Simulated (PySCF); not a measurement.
## Telling isomers of C5H8N2Si apart by NMR

- GIAO PBE0/pcSseg-1 shieldings
- geometry: GFN2-xTB
- program: PySCF 2.14
- one conformer, one averaged value for each set of equivalent atoms, no relativistic terms, in vacuum

Referencing at the same level of theory: 1H, 13C vs TMS. Where no couplings were computed, multiplicities follow the n + 1 count of equivalent neighbours, and m marks all less simple cases (inequivalent or close neighbours, rings, F or P nearby). Shifts are as computed. Against solution values, carbons near 30 ppm lie about +3 ppm off and those near 130 ppm about +5 ppm. Of 1309 compounds with measured shifts, 239 miss one by over three times the rms of a fit or turn the order of signals round; such compounds aren't used in these exercises. OH and NH positions are gas-phase values without hydrogen bonding to other molecules.

(1) Tabulate the signals of `Cc1cc([SiH3])cnn1`, `C=Cc1cncn1[SiH3]`, `[H]/N=C\c1ccn([SiH3])c1`, `[H]/N=C\[SiH2]n1cccc1` and their relative energies.

(2) What is the quickest way to tell C=Cc1cncn1[SiH3] from [H]/N=C\c1ccn([SiH3])c1?

(3) What is the quickest way to tell Cc1cc([SiH3])cnn1 from C=Cc1cncn1[SiH3]?

(4) What is the quickest way to tell C=Cc1cncn1[SiH3] from [H]/N=C\[SiH2]n1cccc1?

Answers

(1) 
| SMILES | carbon types | δC | δH | E rel. (kcal/mol) |
| --- | --- | --- | --- | --- |
| Cc1cc([SiH3])cnn1 | 2×C 2×CH 1×CH3 | 162.8, 157.7, 137.3, 132.7, 25.2 | 9.44 (s, 1H), 7.57 (s, 1H), 4.50 (s, 3H), 2.94 (s, 3H) | 19.5 |
| C=Cc1cncn1[SiH3] | 1×C 3×CH 1×CH2 | 144.6, 139.9, 136.0, 130.5, 117.1 | 7.94 (m, 1H), 7.14 (m, 1H), 6.74 (m, 1H), 6.18 (m, 1H), 5.49 (m, 1H), 5.02 (s, 3H) | 0.0 |
| [H]/N=C\c1ccn([SiH3])c1 | 1×C 4×CH | 166.4, 131.2, 128.3, 127.6, 120.9 | 10.62 (br s, 1H), 8.34 (s, 1H), 7.02 (m, 1H), 6.70 (m, 1H), 6.69 (m, 1H), 5.13 (s, 3H) | 1.7 |
| [H]/N=C\[SiH2]n1cccc1 | 5×CH | 186.3, 127.3, 118.9 | 14.05 (br s, 1H), 9.25 (t, 1H), 6.75 (m, 2H), 6.65 (m, 2H), 5.20 (d, 2H) | 5.0 |

Energies are electronic energies at PBE0/pcSseg-1 on these geometries, without zero-point or thermal terms, each for the one conformer computed, which needn't be the lowest.

(2) Both give the same number of carbon signals, but DEPT or the intensities differ. The first has a terminal =CH2 carbon at 117.1 ppm, the second a C=N carbon (CH) at 166.4 ppm. Their most deshielded carbons lie at 144.6 and 166.4 ppm.

(3) Both give the same number of carbon signals, but DEPT or the intensities differ. The first has a methyl carbon on an aromatic ring (CH3) at 25.2 ppm, the second a terminal =CH2 carbon at 117.1 ppm. Their most deshielded carbons lie at 162.8 and 144.6 ppm. In the proton spectra the most deshielded non-exchanging signals are 9.44 (s, 1H) and 7.94 (m, 1H).

(4) Count the carbon signals: 5 against 3. The first has a substituted aromatic carbon next to a ring nitrogen (C) at 139.9 ppm, the second a C=N carbon (CH) at 186.3 ppm. Their most deshielded carbons lie at 144.6 and 186.3 ppm. In the proton spectra the most deshielded non-exchanging signals are 7.94 (m, 1H) and 9.25 (t, 1H).
